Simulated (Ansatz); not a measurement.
Saddle point of SiNH8OF, singlet (SiH₄O ([OH][SiH3]) + NH₃ + HF → SiNH₅ ([NH2][SiH3]) + H₂O + HF; bonds formed: Si1–N7, O2–H8, H6–F9; bonds broken: Si1–O2, H6–N7, H8–F9), PBE0-D4/def2-TZVP structure:

```csv
atom,x (Å),y (Å),z (Å)
Si1,-0.7749,0.0148,-0.8483
O2,-0.3040,-1.3912,0.5640
H3,-0.2971,-1.0086,-1.8016
H4,-1.0685,1.1525,-1.8125
H5,-2.0979,-0.0220,-0.1691
H6,1.2241,0.3742,0.6799
N7,0.6072,0.9878,-0.0478
H8,0.6121,-1.1737,1.0787
F9,1.6910,-0.5569,1.4897
H10,-1.0041,-1.5360,1.2044
H11,0.2172,1.7868,0.4443
H12,1.1949,1.3725,-0.7816
```

Energies are electronic, without zero-point energy. Barriers and step energies count from the start structure reached by relaxing down the imaginary mode; all methods use the PBE0-D4 structures, on which another method's saddle can fall below an end. Ansatz 0.2.0; basis: def2-TZVPP, with def2-QZVPP for the basis limit; cores frozen in the correlated methods. B3LYP uses VWN-RPA correlation. Extrapolation: Hartree–Fock as exp(−7.88 √X), correlation as X^−2.97.

```json
{"method": "SPW92", "barrier (eV)": "0.340", "step energy (eV)": "0.372"}
{"method": "PBE-D4", "barrier (eV)": "0.599", "step energy (eV)": "0.284"}
{"method": "BLYP-D4", "barrier (eV)": "0.699", "step energy (eV)": "0.243"}
{"method": "r2SCAN-D4", "barrier (eV)": "0.701", "step energy (eV)": "0.315"}
{"method": "B97M-V", "barrier (eV)": "0.902", "step energy (eV)": "0.364"}
{"method": "PBE0-D4", "barrier (eV)": "0.716", "step energy (eV)": "0.305"}
{"method": "B3LYP-D4", "barrier (eV)": "0.775", "step energy (eV)": "0.265"}
{"method": "r2SCAN0-D4", "barrier (eV)": "0.781", "step energy (eV)": "0.325"}
{"method": "BHLYP-D4", "barrier (eV)": "?", "step energy (eV)": "0.294"}
{"method": "CAM-B3LYP-D4", "barrier (eV)": "0.758", "step energy (eV)": "0.281"}
{"method": "wB97X-V", "barrier (eV)": "0.796", "step energy (eV)": "0.295"}
{"method": "wB97M-V", "barrier (eV)": "?", "step energy (eV)": "0.313"}
{"method": "B2PLYP", "barrier (eV)": "0.819", "step energy (eV)": "0.283"}
{"method": "PBE-QIDH", "barrier (eV)": "0.804", "step energy (eV)": "0.331"}
{"method": "RPA on PBE", "barrier (eV)": "0.852", "step energy (eV)": "0.305"}
{"method": "HF", "barrier (eV)": "?", "step energy (eV)": "0.242"}
{"method": "MP2", "barrier (eV)": "0.831", "step energy (eV)": "0.312"}
{"method": "CCSD", "barrier (eV)": "0.935", "step energy (eV)": "0.302"}
{"method": "CCSD(T)", "barrier (eV)": "0.870", "step energy (eV)": "0.309"}
```

Problem. Fill in the withheld barriers. (An estimate is asked for; the value comes from the calculation.)

Solution. By the calculation: wB97M-V 0.815; BHLYP-D4 0.911; HF 1.261 eV. Each is the energy of the saddle less that of the start structure, by the same method.

For comparison, the barrier by CCSD(T) at an estimated basis limit (MP2 extrapolated from triple and quadruple zeta, plus CCSD(T) − MP2 in triple zeta) is 0.849 eV.

T1 diagnostic: at most 0.011.

Labels in which every atom is bracketed show which atoms are joined, not bond orders.

For scale, one of the runs: CCSD(T)/def2-TZVPP, 247 basis functions, launched by `ansatz run in.yaml --threads 4 --pin off --events-out ev --progress --plain --max-ram 9574MiB`. Time: 4.6 min of wall clock on 4 CPU threads of an AMD EPYC; the host was shared. Peak host memory: 5.3 GiB.
